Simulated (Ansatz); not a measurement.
The inner images of a band of CH5Ga + H2 (9 atoms, charge 0, multiplicity 1) are given out of order.

Method: RKS PBE0/def2-TZVP in Ansatz 0.2.0.

First end point:

```xyz
9
Properties=species:S:1:pos:R:3
Ga -0.007 0.010 0.360
C 0.036 0.332 2.305
H -0.901 0.055 2.791
H 0.862 -0.190 2.791
H 0.186 1.403 2.471
H 1.332 -0.203 -0.441
H -1.359 0.111 -0.439
H -0.314 -2.375 0.219
H -0.264 -2.303 0.967
```

Last end point:

```xyz
9
Properties=species:S:1:pos:R:3
Ga -0.086 -0.600 -0.431
C -0.018 -0.146 2.568
H -0.941 0.096 3.091
H 0.806 -0.238 3.274
H 0.215 0.659 1.868
H 1.327 0.057 -0.610
H -1.380 0.281 -0.524
H -0.210 -2.157 -0.278
H -0.143 -1.110 2.065
```

**Question.** Put them in order from the first end to the last, with their energies above the first end.
A.
```xyz
9
Properties=species:S:1:pos:R:3
Ga -0.038 -0.142 0.172
C -0.006 0.062 2.211
H -0.973 -0.110 2.695
H 0.758 -0.488 2.775
H 0.235 1.116 2.281
H 1.369 -0.134 -0.509
H -1.439 0.116 -0.471
H -0.196 -2.030 0.610
H -0.141 -1.548 1.261
```
B.
```xyz
9
Properties=species:S:1:pos:R:3
Ga -0.025 -0.032 0.252
C 0.008 0.176 2.227
H -0.961 -0.053 2.677
H 0.770 -0.438 2.716
H 0.244 1.219 2.431
H 1.336 -0.156 -0.526
H -1.403 0.105 -0.494
H -0.224 -2.174 0.538
H -0.176 -1.805 1.202
```
C.
```xyz
9
Properties=species:S:1:pos:R:3
Ga -0.080 -0.550 -0.229
C -0.020 -0.129 2.398
H -0.983 -0.103 2.899
H 0.785 -0.439 3.058
H 0.211 0.858 1.996
H 1.357 0.001 -0.513
H -1.415 0.236 -0.454
H -0.199 -2.068 0.186
H -0.086 -0.966 1.683
```
D.
```xyz
9
Properties=species:S:1:pos:R:3
Ga -0.020 0.017 0.305
C 0.020 0.268 2.263
H -0.941 0.024 2.719
H 0.798 -0.342 2.728
H 0.244 1.312 2.494
H 1.320 -0.158 -0.502
H -1.379 0.112 -0.483
H -0.255 -2.309 0.391
H -0.218 -2.084 1.110
```
E.
```xyz
9
Properties=species:S:1:pos:R:3
Ga -0.067 -0.431 -0.086
C -0.024 -0.120 2.289
H -0.989 -0.146 2.784
H 0.776 -0.498 2.916
H 0.213 0.933 2.078
H 1.385 -0.048 -0.488
H -1.452 0.182 -0.439
H -0.181 -1.982 0.409
H -0.091 -1.048 1.562
```
F.
```xyz
9
Properties=species:S:1:pos:R:3
Ga -0.053 -0.286 0.045
C -0.020 -0.047 2.233
H -0.985 -0.145 2.731
H 0.763 -0.508 2.839
H 0.220 1.018 2.171
H 1.389 -0.091 -0.489
H -1.457 0.142 -0.449
H -0.176 -1.959 0.557
H -0.111 -1.284 1.386
```
G.
```xyz
9
Properties=species:S:1:pos:R:3
Ga -0.087 -0.600 -0.332
C -0.016 -0.129 2.489
H -0.965 -0.021 3.008
H 0.793 -0.335 3.188
H 0.209 0.789 1.945
H 1.334 0.025 -0.554
H -1.384 0.269 -0.478
H -0.219 -2.146 -0.081
H -0.095 -1.011 1.840
```

**Answer.** D (+1.8 kJ/mol), B (+14.1 kJ/mol), A (+59.9 kJ/mol), F (+119.8 kJ/mol), E (+41.3 kJ/mol), C (-19.3 kJ/mol), G (-36.0 kJ/mol).

Run time: 72 s on 4 threads of Arm Neoverse V2 (shared host), peak memory 0.23 GiB.
